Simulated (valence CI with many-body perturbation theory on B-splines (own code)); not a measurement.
# Zn²³⁺: electric-dipole lines

Computed by configuration interaction combined with many-body perturbation theory (CI+MBPT): five valence electrons over a frozen Dirac-Fock core [He], radial functions for each j: 9 s, 9 p, 8 d, 6 f, 3 g, 1 h, with the one-electron correlation potential Σ1 (screened to all orders), the two-electron term Σ2, the three-electron term Σ3, Breit, model QED; selected single and double excitations, second order for the rest (own B-spline code, finite nucleus).

No measured spectrum was set against this ion. As an estimate, levels of excited configurations hold to 0.05 to 0.15 % of their energy, terms of the ground configuration to about 0.5 %. Among the levels kept, up to 2200 cm⁻¹ of a level comes from second order outside the variational space, and about a tenth of that is noise between levels of different J, which matters for small intervals.

Lines 51 to 100 of 278 in falling wavelength, among levels below 11202 × 10³ cm⁻¹, chosen from the strongest by gf and those to the six lowest levels. Wavelengths and rates use the calculated energies, so an error of 900 cm⁻¹ moves a line at 299.0 Å by 0.27 % and its rate by three times that or more. Electric multipoles are in the length gauge, E1 and E2 with the static RPA response of the core. Weak lines are less certain than strong ones. Lines between different terms over intervals too small for the method are left out, as are lines whose strength nearly cancels. The highest levels of a list are the least certain.

Names give the largest LS component (configuration and term), which can be under half, so a name can repeat, a term be missing and a line seem to break the LS rules; names also repeat where a configuration has a term twice. Letters in brackets count levels of one name in rising energy.

| λ vac (Å) | Upper | Lower | A (s⁻¹) | S (a.u.) with core polarisation | S without |
| --- | --- | --- | --- | --- | --- |
| 299.0 | 2s²2p²3p ²P°_3/2 [c] | 2s²2p²3s ²S_1/2 | 4.71e+09 | 2.49e-01 | 2.49e-01 |
| 298.7 | 2s²2p²3d ²P_3/2 [a] | 2s²2p²3p ⁴D°_3/2 [b] | 1.28e+09 | 6.75e-02 | 6.75e-02 |
| 298.3 | 2s²2p²3d ⁴P_3/2 | 2s²2p²3p ⁴S°_3/2 | 2.56e+09 | 1.34e-01 | 1.34e-01 |
| 294.2 | 2s²2p²3d ²F_7/2 [a] | 2s²2p²3p ⁴P°_5/2 | 2.64e+09 | 2.65e-01 | 2.65e-01 |
| 292.3 | 2s²2p²3d ²D_3/2 [b] | 2s²2p²3p ²D°_3/2 [b] | 2.36e+09 | 1.16e-01 | 1.16e-01 |
| 291.3 | 2s²2p²3p ²F°_5/2 | 2s²2p²3s ²P_3/2 | 3.90e+09 | 2.85e-01 | 2.86e-01 |
| 290.2 | 2s²2p²3d ⁴F_5/2 [b] | 2s²2p²3p ⁴D°_3/2 [b] | 3.41e+09 | 2.47e-01 | 2.47e-01 |
| 290.2 | 2s²2p²3d ²F_7/2 [d] | 2s²2p²3p ²D°_5/2 [b] | 3.82e+09 | 3.68e-01 | 3.68e-01 |
| 290.0 | 2s²2p²3d ⁴P_1/2 | 2s²2p²3p ⁴S°_3/2 | 3.76e+09 | 9.06e-02 | 9.06e-02 |
| 289.6 | 2s²2p²3d ²D_5/2 [b] | 2s²2p²3p ²D°_3/2 [b] | 1.60e+09 | 1.15e-01 | 1.15e-01 |
| 289.5 | 2s²2p²3p ²D°_3/2 [a] | 2s²2p²3s ⁴P_3/2 | 1.80e+09 | 8.61e-02 | 8.61e-02 |
| 285.3 | 2s²2p²3d ²D_5/2 [a] | 2s²2p²3p ²P°_3/2 [a] | 3.91e+09 | 2.69e-01 | 2.69e-01 |
| 283.2 | 2s²2p²3d ²F_7/2 [d] | 2s²2p²3p ²F°_7/2 | 8.69e+08 | 7.79e-02 | 7.79e-02 |
| 283.2 | 2s²2p²3d ²F_7/2 [a] | 2s²2p²3p ⁴D°_5/2 | 7.93e+08 | 7.11e-02 | 7.11e-02 |
| 280.5 | 2s²2p²3d ⁴F_3/2 | 2s²2p²3p ⁴D°_1/2 | 4.48e+09 | 1.95e-01 | 1.95e-01 |
| 273.6 | 2s²2p²3d ²P_3/2 [a] | 2s²2p²3p ²S°_1/2 | 2.82e+09 | 1.14e-01 | 1.14e-01 |
| 267.6 | 2s²2p²3p ²F°_5/2 | 2s²2p²3s ⁴P_5/2 | 1.97e+09 | 1.12e-01 | 1.12e-01 |
| 265.2 | 2s²2p²3d ⁴D_1/2 | 2s²2p²3p ²S°_1/2 | 3.77e+09 | 6.94e-02 | 6.94e-02 |
| 262.2 | 2s²2p²3p ²P°_3/2 [a] | 2s²2p²3s ²P_1/2 | 2.53e+09 | 9.00e-02 | 9.00e-02 |
| 261.5 | 2s2p³3s ⁴S°_3/2 | 2s²2p²3s ²D_3/2 | 1.24e+09 | 4.38e-02 | 4.38e-02 |
| 261.2 | 2s²2p²3d ²P_3/2 [b] | 2s²2p²3p ²P°_1/2 [b] | 1.52e+09 | 5.34e-02 | 5.34e-02 |
| 260.9 | 2s²2p²3p ²P°_1/2 [a] | 2s²2p²3s ²P_3/2 | 5.16e+09 | 9.03e-02 | 9.04e-02 |
| 257.0 | 2s²2p²3d ⁴D_5/2 | 2s²2p²3p ⁴P°_5/2 | 2.13e+09 | 1.07e-01 | 1.07e-01 |
| 255.0 | 2s2p³3p ⁴P_5/2 | 2s2p³3s ⁶S°_5/2 | 1.31e+09 | 6.42e-02 | 6.42e-02 |
| 248.1 | 2s²2p²3d ⁴P_3/2 | 2s²2p²3p ⁴P°_5/2 | 1.59e+09 | 4.80e-02 | 4.80e-02 |
| 247.5 | 2s²2p²3d ²S_1/2 | 2s²2p²3p ²D°_3/2 [b] | 2.73e+09 | 4.09e-02 | 4.09e-02 |
| 239.4 | 2s²2p²3d ²D_5/2 [c] | 2s²2p²3p ²D°_5/2 [a] | 2.31e+09 | 9.40e-02 | 9.40e-02 |
| 236.8 | 2s²2p²3p ²P°_3/2 [b] | 2s²2p²3s ²D_3/2 | 6.39e+09 | 1.68e-01 | 1.68e-01 |
| 235.9 | 2s²2p²3d ²D_3/2 [a] | 2s²2p²3p ²D°_3/2 [a] | 2.15e+09 | 5.58e-02 | 5.58e-02 |
| 226.9 | 2s²2p²3p ²P°_3/2 [b] | 2s²2p²3s ²D_5/2 | 3.17e+09 | 7.31e-02 | 7.32e-02 |
| 226.6 | 2s²2p²3p ²P°_1/2 [a] | 2s²2p²3s ²P_1/2 | 3.63e+09 | 4.17e-02 | 4.17e-02 |
| 209.5 | 2s²2p²3p ²P°_3/2 [c] | 2s²2p²3s ²D_3/2 | 2.24e+09 | 4.07e-02 | 4.07e-02 |
| 198.1 | 2s²2p²3p ²D°_5/2 [b] | 2s²2p²3s ²P_3/2 | 1.97e+09 | 4.54e-02 | 4.54e-02 |
| 180.0 | 2s2p³3p ⁴P_5/2 | 2s²2p²3p ⁴S°_3/2 | 1.94e+09 | 3.36e-02 | 3.36e-02 |
| 171.2 | 2s2p⁴ ⁴P_3/2 | 2s²2p³ ²P°_3/2 | 3.17e+08 | 3.14e-03 | 3.15e-03 |
| 145.0 | 2s2p³3s ⁴D°_7/2 | 2s²2p²3s ²D_5/2 | 3.18e+09 | 3.82e-02 | 3.83e-02 |
| 142.4 | 2s2p⁴ ⁴P_5/2 | 2s²2p³ ²D°_5/2 | 6.27e+08 | 5.36e-03 | 5.38e-03 |
| 132.8 | 2s2p⁴ ⁴P_1/2 | 2s²2p³ ²P°_1/2 | 9.96e+08 | 2.30e-03 | 2.31e-03 |
| 130.1 | 2s2p⁴ ⁴P_5/2 | 2s²2p³ ²D°_3/2 | 2.14e+09 | 1.39e-02 | 1.40e-02 |
| 120.8 | 2s2p⁴ ²D_3/2 | 2s²2p³ ²P°_3/2 | 3.49e+08 | 1.21e-03 | 1.22e-03 |
| 120.4 | 2s2p⁴ ⁴P_3/2 | 2s²2p³ ²D°_5/2 | 2.78e+08 | 9.59e-04 | 9.63e-04 |
| 114.7 | 2s2p⁴ ²D_5/2 | 2s²2p³ ²P°_3/2 | 6.79e+09 | 3.04e-02 | 3.05e-02 |
| 114.6 | 2p⁵ ²P°_3/2 | 2s2p⁴ ²P_3/2 | 3.09e+10 | 9.18e-02 | 9.21e-02 |
| 112.4 | 2p⁵ ²P°_1/2 | 2s2p⁴ ²P_1/2 | 3.58e+10 | 5.02e-02 | 5.04e-02 |
| 111.5 | 2s2p⁴ ⁴P_3/2 | 2s²2p³ ²D°_3/2 | 2.98e+08 | 8.15e-04 | 8.17e-04 |
| 110.6 | 2s2p³3s ⁴D°_7/2 | 2s²2p²3s ⁴P_5/2 | 1.21e+10 | 6.43e-02 | 6.45e-02 |
| 109.8 | 2s2p³3s ⁴D°_5/2 | 2s²2p²3s ⁴P_3/2 | 1.87e+10 | 7.34e-02 | 7.36e-02 |
| 108.4 | 2s2p⁴ ⁴P_1/2 | 2s²2p³ ²D°_3/2 | 1.16e+09 | 1.45e-03 | 1.46e-03 |
| 106.9 | 2p⁵ ²P°_3/2 | 2s2p⁴ ²S_1/2 | 1.20e+10 | 2.91e-02 | 2.92e-02 |
| 104.5 | 2s2p⁴ ⁴P_5/2 | 2s²2p³ ⁴S°_3/2 | 1.48e+10 | 5.02e-02 | 5.03e-02 |
